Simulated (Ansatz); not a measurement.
Reaction (substitution at a C–Ge bond): `[CH3][GeH2][AlH][Cl]` + `O[CH2][ZnH]` → `CO[CH2][ZnH]` + `[Cl][AlH][GeH3]`

Isolated molecules relaxed with PBE0-D4/def2-TZVP in Ansatz; ΔE leaves out vibrations. CCSD(T)/CBS is the MP2 limit (def2-TZVPP, def2-QZVPP) plus CCSD(T) − MP2 in def2-TZVPP, frozen cores. Functionals use def2-TZVPP. B3LYP here is the variant with VWN-RPA as its local correlation; programs differ in this. For Ge, Zn outer-core shells are correlated without core-valence functions, which leaves a few kJ/mol of doubt a bond. Scalar relativity is left out up to krypton. One conformer a species, not always the lowest.

```csv
level,ΔE (kcal/mol),difference from CCSD(T)/CBS
PBE-D4,13.1,-0.4
r2SCAN-D4,12.7,-0.8
PBE0-D4,12.8,-0.7
B3LYP-D4,11.9,-1.6
ωB97X-V,11.5,-2.0
ωB97M-V,12.4,-1.1
B2PLYP,12.3,-1.2
PBE,12.9,-0.6
r2SCAN,12.7,-0.8
PBE0,12.6,-0.9
B3LYP,11.6,-1.9
HF/def2-TZVPP,9.3,-4.2
MP2/def2-TZVPP,14.2,0.7
SCS-MP2/def2-TZVPP,12.9,-0.6
CCSD/def2-TZVPP,12.5,-1.0
CCSD(T)/def2-TZVPP,12.7,-0.8
HF/def2-QZVPP,9.1,-4.4
MP2/def2-QZVPP,14.6,1.1
SCS-MP2/def2-QZVPP,13.2,-0.3
HF/CBS(def2),9.1,-4.4
MP2/CBS(def2),15.0,1.5
CCSD/CBS(def2),13.2,-0.3
CCSD(T)/CBS,13.5,0
```

Largest T1 diagnostic among the species: 0.014.

In def2-TZVPP, CCSD(T) changes the Hartree–Fock value by +3.4 kcal/mol (the triples alone add +0.3 kcal/mol) and MP2 by +4.9 kcal/mol.
